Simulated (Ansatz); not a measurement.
Reaction (substitution at a C–O bond): `C[O][Ge]([CH3])([OH])[OH]` + `[NH2][SnH3]` → `C[NH][SnH3]` + `[CH3][Ge]([OH])([OH])[OH]`

Calculated with Ansatz (gas phase, PBE0-D4/def2-TZVP geometries, no zero-point term in ΔE). CCSD(T)/CBS adds triple-zeta CCSD(T) − MP2 to the extrapolated MP2 energy (def2 sets, frozen cores). DFT in def2-TZVPP. Elements past krypton have def2 core potentials. For Ge, Sn outer-core shells are correlated without core-valence functions, which leaves a few kJ/mol of doubt a bond. Scalar relativity is left out up to krypton. One conformer a species, not always the lowest.

```json
{"level": "r2SCAN-D4", "ΔE (kJ/mol)": "-11.1"}
{"level": "MP2/def2-TZVPP", "ΔE (kJ/mol)": "-15.2"}
{"level": "CCSD(T)/def2-TZVPP", "ΔE (kJ/mol)": "-11.6"}
{"level": "HF/CBS(def2)", "ΔE (kJ/mol)": "-7.1"}
```

(1) What does CCSD(T)/CBS give? (Best estimate.)

Largest T1 diagnostic among the species: 0.013.

## Answers

(1) Computed: -15.0 kJ/mol. The listed levels differ from it by 3.9, -0.2, 3.4, 7.9 kJ/mol.

In def2-TZVPP, CCSD(T) changes the Hartree–Fock value by −4.7 kJ/mol (the triples alone add −0.1 kJ/mol) and MP2 by −8.3 kJ/mol.
